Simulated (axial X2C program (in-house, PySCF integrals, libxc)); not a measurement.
# Ionising GaB

Calculated with an in-house relativistic program for diatomic molecules, spin-free (one-electron X2C) or two-component (2c: spin–orbit coupling with atomic mean-field Coulomb and Gaunt terms, which also bring small scalar terms), in Dyall basis sets with cores contracted in-house; open shells are unrestricted.

Basis sets: B dyall-v3z, Ga dyall-cv3z.

```
Hamiltonian  level       GaB state  Re (Å)  ωe (cm⁻¹)  De (eV)
  spin-free     HF  M_S = 1, Λ = 0   2.017      539.2     0.93
  spin-free   PBE0  M_S = 1, Λ = 0   2.026      532.8     1.95
         2c   PBE0           Ω = 1   2.026      531.9      n/a
```

Adiabatic ionisation energy (minimum to minimum, no zero-point term) and constants of GaB⁺:

| Hamiltonian | level | GaB⁺ state | IE (eV) | Re (Å) | ωe (cm⁻¹) | De (eV) | fragments |
| --- | --- | --- | --- | --- | --- | --- | --- |
| spin-free | HF | M_S = 1/2, Λ = 0 | 5.91 | 2.895 | 188.6 | 0.56 | Ga+ + B |
| spin-free | PBE0 | M_S = 1/2, Λ = 0 | 7.04 | 2.786 | 208.5 | 0.90 | Ga+ + B |
| 2c | PBE0 | Ω = 1/2 | 7.04 | 2.787 | 208.4 | 0.90 | Ga+ + B |

Q: Add the zero-point terms to the ionisation energy at PBE0, 2c, and say whether the electron removed was bonding.

A: IE0 = IE + (ωe⁺ − ωe)/2 = 7.04 + (-0.020) = 7.02 eV. Re changes by 0.761 Å, but the two determinants differ by more than one electron in one block, so no single orbital tells the change.

Each entry is the lowest single determinant of a limited PBE0 search at one distance. De goes to single-determinant-based atoms at the same level (for ions the charge split of lowest energy) and is withheld (n/a) where an atom does not fit its ground term or J level. Main or longest-lived isotopes. One determinant is a doubtful description, or other states lie close, for GaB; these need not be ground states, and all values refer to the states named. Some open-shell Ω = 0 determinants are out of reach, so the Ω given for GaB need not be the lowest component. With several unpaired electrons the Ω given is that of one determinant, not necessarily of the lowest component. Some light 2c atoms are not at their ground J level, so De misses part of their lowering (0.04 eV or less). The functionals have no current term, which raises determinants with orbital currents.
